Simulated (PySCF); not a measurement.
**Antimony: a sound run and one with changed settings**

Sound run: Sb [Kr] 4d10 5s2 5p3, Sb⁺ [Kr] 4d10 5s2 5p2. Calculation: PySCF 2.14, in aug-cc-pVDZ-PP with ECP28MDF; a scalar-relativistic core potential. The sound run starts from symmetry-adapted Hartree-Fock orbitals and uses a fine grid where one is needed.

Changed run: basis STO-3G, all-electron and non-relativistic. This setting is unsound on purpose.

```
species  method  sound run (hartree)  changed run (hartree)  converged
     Sb     UHF           -239.27321            -6251.36246        yes
     Sb     LDA           -239.83107            -6247.48358        yes
     Sb     PBE           -240.20202            -6252.74213        yes
    Sb⁺     UHF           -238.95724            -6251.13175        yes
    Sb⁺     LDA           -239.49549            -6247.22602        yes
    Sb⁺     PBE           -239.87224            -6252.48818        yes
```

Ionisation energy of Sb:

| method | sound run (eV) | changed run (eV) |
| --- | --- | --- |
| UHF | 8.598 | 6.278 |
| LDA | 9.132 | 7.008 |
| PBE | 8.974 | 6.910 |

A minimal basis cannot let orbitals breathe on ionisation and holds almost no correlation. The Hamiltonian changed with the basis, so the totals do not compare.

For comparison, NIST gives 8.608 eV between the lowest levels.
